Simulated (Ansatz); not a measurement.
```xyz
10

O     1.4758   -1.0283    0.7943
Si    0.7561   -1.0846   -0.6813
S    -1.3114   -0.5666   -0.6082
Si   -1.0971    1.3640    0.2944
H     1.0820   -1.5480    1.4975
H     1.5199   -0.1230   -1.5040
H     0.7684   -2.4467   -1.2708
H    -2.3203    2.1304   -0.0458
H    -0.9796    1.2570    1.7697
H     0.1062    2.0459   -0.2457
```

Total charge 0; spin multiplicity 1.

**Question.** List the ωB97M-V/def2-TZVPP orbital energies in eV (Ansatz). (An estimate is asked.)

**Answer.** Computed: Occupied: -2426.53, -1808.02, -1807.60, -526.48, -220.56, -163.64, -163.60, -163.52, -148.96, -148.63, -103.10, -103.07, -103.04, -102.77, -102.72, -102.72, -31.23, -23.12, -18.69, -17.66, -15.67, -13.81, -13.71, -12.67, -12.37, -12.20, -11.26, -10.91, -9.80. Lowest empty: 1.63, 1.78, 2.38, 2.69, 3.18, 3.35, 3.45, 3.70.
